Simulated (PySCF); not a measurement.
Species: C4H14N2OSi2.
Cartesian coordinates in Å at the GFN2-xTB level; atoms count from 1:
```
atom  x, y, z in Å
C1     3.0144    0.4722    0.6638
C2     2.4302   -0.3520   -0.4745
C3     1.3193   -1.2838   -0.0043
Si4   -0.1665   -0.3834    0.7524
N5    -1.6153   -1.2487    0.4518
C6    -2.8276   -0.4677    0.2894
Si7   -2.3217    1.2785   -0.2858
O8    -2.7662    1.6896   -1.7959
N9    -0.6246    1.0547   -0.1026
H10    3.3775   -0.1810    1.4545
H11    2.2577    1.1276    1.0873
H12    3.8452    1.0810    0.3117
H13    3.2302   -0.9418   -0.9333
H14    2.0362    0.3181   -1.2412
H15    0.9963   -1.8983   -0.8450
H16    1.7282   -1.9658    0.7409
H17    0.0789   -0.0416    2.1723
H18   -1.7747   -2.1598    0.8515
H19   -3.3840   -0.4098    1.2324
H20   -3.4852   -0.9693   -0.4278
H21   -2.9075    2.3583    0.4963
H22   -2.4802    1.1644   -2.5403
H23    0.0345    1.7854   -0.2977
```

NICS is the negative of the GIAO shielding at a point without a nucleus: at the ring centre (0) and 1 Å above and below it (1); zz is the component along the ring normal. Level: GIAO PBE0/pcSseg-1 (PySCF, non-relativistic, gas phase) on the GFN2-xTB geometry, one conformer.

Ring bond lengths (Å), with Mayer bond orders in brackets: Si4–N5 1.714 (0.99), N5–C6 1.451 (0.95), C6–Si7 1.907 (0.87), Si7–N9 1.722 (0.99), N9–Si4 1.735 (0.91).

Question: What do the NICS probes read (ppm)?

Answer: 
```tsv
ring	type	NICS(0)	NICS(1), two faces	NICS(1)zz, two faces	rms pucker (Å)	centre to ring atoms, mean (Å)
Si4–N5–C6–Si7–N9	5-membered ring with 2 N and 2 Si; formal bonds all single	-5.7	-2.6 / -2.6	0.4 / -2.0	0.13	1.44
```

Question: What can be read from them?

Answer: 
- Si4–N5–C6–Si7–N9: mean NICS(1)zz -0.8 ppm, near zero. Si4, C6, Si7 have four or more neighbours, and the NICS criterion for π rings isn't applied.

Question: What is the mean of the two in-plane components of NICS at the first NICS(1) probe listed for ring Si4–N5–C6–Si7–N9, 1 Å off the ring?

Answer: The isotropic value is a third of the trace: (3 × -2.6 − (0.4))/2 = -4.1 ppm.
